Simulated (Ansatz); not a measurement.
`C[B](F)[AlH2]` + `C=N` → `C=NC` + `F[BH][AlH2]` at 298.15 K and 1 bar (substitution at a C–B bond).

Program: Ansatz. Geometries: PBE0-D4/def2-TZVP. ΔE: electronic, gas phase. CBS: MP2 limit from def2 TZ/QZ plus the TZ coupled-cluster correction, frozen cores. This one scheme is used for every species.

| species | CCSD(T)/CBS energy (Eh) | H − E (kJ/mol) | S (J/(mol·K)) |
| --- | --- | --- | --- |
| `C[B](F)[AlH2]` | -407.68475 | 166.1 | 345.2 |
| `C=N` | -94.52360 | 115.3 | 227.0 |
| `C=NC` | -133.77870 | 191.7 | 260.0 |
| `F[BH][AlH2]` | -368.40257 | 87.5 | 294.1 |

H − E and S are ideal-gas, rigid-rotor, harmonic terms from PBE0-D4/def2-TZVP, for one conformer and one mirror image of each species. 1 Eh = 2625.50 kJ/mol, R = 8.31446 J/(mol·K).

Task: By hand: ΔE, ΔH, ΔS and ΔG.

Result: ΔE = (-133.77870) + (-368.40257) − (-407.68475) − (-94.52360) = 0.02708 Eh = 71.1 kJ/mol. Δ(H − E) = 191.7 + 87.5 − 166.1 − 115.3 = -2.2, so ΔH = 68.9 kJ/mol. ΔS = 260.0 + 294.1 − 345.2 − 227.0 = -18.1 J/(mol·K). ΔG = 68.9 − 298.15 × (-18.1)/1000 = 74.3 kJ/mol.

Task: By hand: the equilibrium constant, and the temperature at which ΔG would vanish if ΔH and ΔS stayed fixed.

Result: log₁₀ K = −ΔG/(RT ln 10) = -13.0. ΔH and −TΔS have one sign here, so there is no such temperature.

ΔH outweighs TΔS. A doubt of 5 kJ/mol in ΔE shifts log₁₀ K by 0.9 here. Other conformers and mirror images would add mixing entropy, several J/(mol·K) or more a flexible species. Modes under 60 cm⁻¹, often nearly free rotors, make the harmonic entropy too high. These are equilibria of isolated gas molecules and say nothing of rates. Largest T1 diagnostic: 0.014 (customary marks: 0.02 for closed shells, 0.045 for open ones).
